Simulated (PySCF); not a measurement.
Electrostatic solvation of a mixed set.

Computed with PySCF at B3LYP/def2-SVPD, non-relativistic, each on one gas-phase PBE0-D3(BJ)/def2-SVP geometry that isn't relaxed in the solvent. The solvent is an IEF-PCM continuum (Bondi radii, 1.10 Å for H, scaled by 1.2). Only the electrostatic response of the medium enters. Spin–orbit coupling is left out although an atom past zinc is present.

Task: Order them by E(solvent) − E(gas) in acetone (ε = 20.49), most negative first (kJ/mol).
A. `[CH2:1]=[CH:2][CH2:3][C@@H:4]([F:5])[CH2:6][N:7]=[CH2:8]` with C1–C2–C3–C4 125°, C2–C3–C4–F5 59°, C3–C4–C6–N7 -53°, C4–C6–N7–C8 -114°
B. `[O:1]=[C:2]([OH:3])[SiH:4]1[CH2:5][SiH2:6][CH2:7]1` with O1–C2–O3–H 0°, O1–C2–Si4–C5 45°, C2–Si4–C5–Si6 -94°, Si4–C5–Si6–C7 -13°, C5–Si6–C7–Si4 13°, C2–Si4–C7–Si6 94°
C. `[CH2:1]=[CH:2][CH2:3][GaH2-:4][O+:5]([CH3:6])[CH3:7]` with C1–C2–C3–Ga4 -110°, C2–C3–Ga4–O5 48°, C3–Ga4–O5–C6 63°

Result: B (-24.1), A (-22.0), C (-20.3).

```
                 SMILES  charge  ΔE (kJ/mol)  polarisation term (kJ/mol)  HOMO shift (eV)  dipole gas (D)  dipole solvent (D)  atoms  lowest singlet, gas (eV)  lowest singlet, solvent (eV)
  O=C(O)[SiH]1C[SiH2]C1       0        -24.1                       -27.5            +0.06            1.39                2.04     15                      4.92                          4.98
      C=CC[C@@H](F)CN=C       0        -22.0                       -25.9             0.00            1.66                2.30     18                      4.84                          4.92
C=C[CH2][GaH2-][O+](C)C       0        -20.3                       -24.0            -0.03            3.31                4.22     20                      5.30                          5.35
```

The polarisation term is half the interaction of the solute with the induced surface charges. Singlets are vertical TDDFT energies (frozen core, non-equilibrium response), the lowest in each medium.
